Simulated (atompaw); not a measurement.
# Building the PAW (atompaw) potential for rhodium (Rh) (LDA (PW92), scalar-relativistic).

atompaw 4.2.0.5 input, output lines left out:

```
Rh 45
LDA-PW scalarrelativistic loggrid 1500 logderivrange -2 5 176
5 5 4 0 0 0
5 0 1
5 1 0
4 2 8
0 0 0
c
c
c
c
v
c
c
c
v
c
v
2
3.00 2.85 2.15 1.65
y
0.6
n
y
2.6
n
y
0.95
n
custom polynom2 7 10 vanderbiltortho sinc
bessel
3.00
3.00
3.00
3.00
1.35
1.35
```

All-electron outer shells of the reference configuration (LDA (PW92), scalar-relativistic, ld1.x):

```json
{"shell": "4s", "level (eV)": "-82.55", "outermost node (bohr)": "0.47", "outermost maximum (bohr)": "0.88"}
{"shell": "4p", "level (eV)": "-50.53", "outermost node (bohr)": "0.47", "outermost maximum (bohr)": "0.94"}
{"shell": "4d", "level (eV)": "-6.15", "outermost node (bohr)": "0.46", "outermost maximum (bohr)": "1.15"}
{"shell": "5s", "level (eV)": "-4.59", "outermost node (bohr)": "1.19", "outermost maximum (bohr)": "2.63"}
{"shell": "5p", "level (eV)": "-0.97", "outermost node (bohr)": "1.35", "outermost maximum (bohr)": "3.78"}
```

Calculated quality:

| Property | Result |
| --- | --- |
| Cutoffs needed | 300 Ry and over 300 Ry (the cutoffs (Ry, on a coarse ladder) from which the occupation-weighted sum of valence levels, in a spherical-Bessel basis at the reference potential, stays within 10 and 1 mRy of its value at 400 Ry) |
| Ghost test | no extra level below or beside the all-electron valence levels (s, p, d, f tested) (spherical-Bessel basis up to 400 Ry, 20 bohr box) |
| Lowest eigenvalue of the overlap operator | 0.87 (p channel) |
| Overlap eigenvalues printed by atompaw (projector basis) | 0.063, 0.482, 1.49, 64.1, 64.6, 259 |
| Share of each valence orbital outside the PAW sphere | 5s 52 %, 5p 83 %, 4d 6 % |

Generation and tests took about 4 s on one core of a shared server CPU.
